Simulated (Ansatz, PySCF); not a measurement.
Molecule: C2HCl2, charge 0, multiplicity 2. SMILES: Cl/[C]=C\Cl
Geometry from a B3LYP-D3(BJ)/def2-TZVP (Ansatz, an electronic-structure program) optimisation:
```
C
C 1 1.3063
H 1 1.0796 2 122.65
Cl 2 1.6563 1 137.77 3 180.00
Cl 1 1.7524 3 113.89 2 -180.00
```
Charge 0, spin multiplicity 2.

Wanted: atomisation energy, in kcal/mol. Conventions: UHF or UKS for open shells; no spin-orbit coupling; 6-311+G** with 5d, 6d on Na to Ar in Ansatz; non-relativistic; 6-31G* and kin with 6d, 5d where marked; LANL2DZ with its own core potentials from Na on; dispersion terms only where a functional's name holds one; valence correlation only; atomisation electronic, to ground-state atoms. First-principles rows: single points at B3LYP-D3(BJ) geometries (Ansatz). A UHF reference is markedly spin-contaminated in at least one set, which strains HF and MP2.

| level | program | atomisation energy (kcal/mol) |
|---|---|---|
| HF/3-21G | Ansatz | 224.7 |
| PBE/LANL2DZ | Ansatz | 385.3 |
| PBE/6-31G* | Ansatz | 427.6 |
| BP86/6-31G* (5d) | PySCF | 422.8 |
| B3LYP/3-21G | Ansatz | 361.5 |
| B3LYP/6-31G | Ansatz | 362.2 |
| B3LYP/6-31G* | Ansatz | 396.5 |
| B3LYP/6-31+G* | Ansatz | 391.3 |
| B3LYP/cc-pVDZ | Ansatz | 391.4 |
| M06-2X/6-31G* (5d) | PySCF | 403.8 |
| M06-2X/6-311+G** | PySCF | 399.5 |
| MP2/STO-3G | Ansatz | 352.9 |
| MP2/3-21G | Ansatz | 306.7 |
| M06-2X/def2-TZVPD | PySCF | 407.8 |

No value to compare with is used here. The 13 habitual levels span 224.7 (HF/3-21G) to 427.6 kcal/mol (PBE/6-31G*); M06-2X/def2-TZVPD gives 407.8.

The levels are drawn from those run, B3LYP/6-31G* more often than the rest, none by its result; left out are runs that failed, that the program found above a lower state of the same kind, or whose <S^2> lies over 0.5 above the pure value.
